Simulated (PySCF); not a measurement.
# Two-component Hartree-Fock for Zn²⁺ (zinc, charge +2)

Start: [Ar] 3d10. Calculated with PySCF 2.14 in x2c-QZVPPall-2c: generalised Hartree-Fock with the X2C-1e Hamiltonian and a Gaussian nucleus; one run each with spin-orbit coupling (SO) switched off, then screened by Boettger's factors.

| spinor shell | electrons | ε, spin-free (eV) | ε, screened SO (eV) | weight of nominal j (screened SO) | rms radius, screened SO (bohr) |
| --- | --- | --- | --- | --- | --- |
| 1s1/2 | 2 | -9750.6 | -9750.5 | 1.000 | 0.0580 |
| 2s1/2 | 2 | -1253.8 | -1253.8 | 1.000 | 0.244 |
| 2p1/2 | 2 | -1085.3 | -1101.7 | 1.000 | 0.217 |
| 2p3/2 | 4 | -1085.3 | -1077.3 | 1.000 | 0.220 |
| 3s1/2 | 2 | -178.19 | -178.19 | 1.000 | 0.733 |
| 3p1/2 | 2 | -126.13 | -128.34 | 1.000 | 0.769 |
| 3p3/2 | 4 | -126.13 | -125.05 | 1.000 | 0.780 |
| 3d3/2 | 4 | -41.395 | -41.658 | 1.000 | 0.977 |

Task: Where does 3d5/2 lie, and what is the 3d spin-orbit splitting (screened SO)?

Result: At -41.222 eV, 0.436 eV above 3d3/2.

| quantity | spin-free | screened SO |
| --- | --- | --- |
| E (hartree) | -1793.38047 | -1793.43285 |
| M_J | 0 | 0 |
| ⟨J²⟩ | 0.000 | 0.000 |
| ⟨L²⟩ | 0.000 | 0.002 |
| ⟨S²⟩ | 0.000 | 0.002 |

Without spin-orbit coupling the j labels of p, d and f shells carry no meaning; the spin-free column gives the mean over the occupied spinors of each nl shell.
